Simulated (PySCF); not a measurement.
## Calculated data, CH4AlBO, CH2AlBF, BH6NSi2

Computed with PySCF 2.14.0. Calculation on a computer-drawn molecule: optimised geometry and harmonic frequencies of an isolated molecule of the commonest isotopes, restricted reference for singlets and unrestricted otherwise, frozen core in MP2.

Common to all runs: charge 0; basis cc-pV(D+d)Z.

(1) CH4AlBO

Start structure:
```xyz
8
CH4AlBO
C     -0.9785    -1.8099     0.6331
B     -0.4778    -0.3937     0.1045
Al    -0.8819     0.2989    -1.9029
O     -1.0947     0.8367    -3.2933
H     -0.1086    -2.5099     0.4924
H     -1.7406    -2.2596     0.1269
H     -1.1264    -1.8156     1.6657
H      0.2464     0.2293     0.8275
```

- multiplicity: 1
- method: HF
- rotational constants: 33.22, 2.273, 2.155 GHz
- total energy: -381.6244 hartree
- convergence status largest gradient component: 2.117e-05 hartree/bohr

Drawn bonds:
```
atom  other atom  order
   1           2      1
   2           3      1
   3           4      2
   1           5      1
   1           6      1
   1           7      1
   2           8      1
```

Optimised structure:
```xyz
8
CH4AlBO
C     -0.9498    -1.8214     0.6372
B     -0.4565    -0.4265     0.1153
Al    -0.8383     0.3099    -1.8817
O     -1.1190     0.8401    -3.3384
H     -0.0917    -2.4939     0.4668
H     -1.8011    -2.2579     0.1140
H     -1.1325    -1.8322     1.7144
H      0.2269     0.2580     0.8262
```

Modes:
```
frequency (cm⁻¹)  reduced mass (dalton)
           99.03                  1.552
           121.6                  2.621
             180                  4.942
           290.8                  5.035
           488.5                  3.992
           587.7                  1.157
           853.4                  1.738
           882.3                  1.126
            1061                  2.699
            1168                  1.649
            1209                  7.562
            1427                  1.285
            1525                  1.045
            1573                  1.077
            2701                  1.091
            3116                  1.056
            3218                  1.075
            3270                  1.104
```

(2) CH2AlBF

Start structure:
```xyz
6
CH2AlBF
F     -1.7352    -1.0085    -2.5343
B     -0.8886    -1.0215    -1.5713
C      0.0249    -0.9266    -0.5412
Al     0.5119     0.8874    -0.1410
H      0.4334    -1.7740    -0.0057
H     -0.1887     2.0135    -1.0321
```

- multiplicity: 2
- method: MP2
- rotational constants: 17.66, 3.198, 2.708 GHz
- total energy: -405.5007 hartree
- spin squared: 0.755
- convergence status largest gradient component: 1.064e-05 hartree/bohr

Drawn bonds:
```
atom  other atom  order
   1           2      1
   2           3      2
   3           4      1
   3           5      1
   4           6      1
```

Optimised structure:
```xyz
6
CH2AlBF
F     -1.7111    -0.8051    -2.5240
B     -0.8633    -0.9719    -1.5467
C      0.0569    -0.9905    -0.4995
Al     0.4742     0.8630    -0.1818
H      0.4881    -1.8197     0.0604
H     -0.2872     1.8944    -1.1339
```

Modes:
```
frequency (cm⁻¹)  reduced mass (dalton)
           117.1                  6.404
           266.7                  1.336
           399.2                  5.831
           402.7                   2.61
           556.6                   1.16
           573.7                  1.797
           706.3                  3.484
           798.3                   1.34
           973.1                  8.091
            1766                  8.758
            1889                  1.052
            3313                  1.096
```

(3) BH6NSi2

Start structure:
```xyz
10
BH6NSi2
B     -2.5720    -1.2485     0.5705
Si    -2.1171     0.6391     0.3510
N     -0.9496     0.8408    -0.8911
Si     0.5779     0.8498    -1.4299
H     -3.6220    -1.5390     1.1538
H     -1.9235    -2.1176     0.2585
H     -3.2805     1.5178    -0.0787
H     -1.6604     1.2252     1.6110
H      1.8335     0.6594    -0.7655
H      0.7868     1.0394    -2.8895
```

- multiplicity: 1
- method: HF
- total energy: ?

Drawn bonds:
```
atom  other atom  order
   1           2      1
   2           3      1
   3           4      2
   1           5      1
   1           6      1
   2           7      1
   2           8      1
   4           9      1
   4          10      1
```

Question: What total energy does the calculation give for BH6NSi2 (entry 3)?
Answer: -660.4563 hartree

Question: Give the table of modes values for BH6NSi2 (entry 3).
Answer: 
Modes:
```
frequency (cm⁻¹)  reduced mass (dalton)
           33.68                  2.669
           73.94                  1.575
           94.39                  1.103
           129.3                  1.759
           274.9                  3.492
           449.5                  1.207
           558.6                  3.647
           662.1                  3.785
           697.7                  1.731
           751.1                  1.219
           761.2                   1.18
           808.6                  1.123
           958.8                  1.203
           984.4                  1.356
            1033                  1.054
            1105                  1.063
            1263                   1.16
            1474                  13.39
            2227                  1.045
            2259                  1.033
            2340                   1.05
            2358                  1.036
            2656                  1.055
            2728                  1.124
```

Further results for BH6NSi2 (entry 3):

- rotational constants: 13.35, 1.949, 1.772 GHz
- convergence status largest gradient component: 5.729e-06 hartree/bohr

Optimised structure:
```xyz
10
BH6NSi2
B     -2.7104    -1.2762     0.5970
Si    -2.0435     0.6312     0.3399
N     -0.7457     0.7583    -0.7519
Si     0.6149     0.9043    -1.4817
H     -3.6984    -1.4775     1.2538
H     -2.1578    -2.2405     0.1384
H     -3.1855     1.4661    -0.1255
H     -1.6897     1.1421     1.6981
H      1.9252     1.0974    -0.8317
H      0.7640     0.8613    -2.9464
```
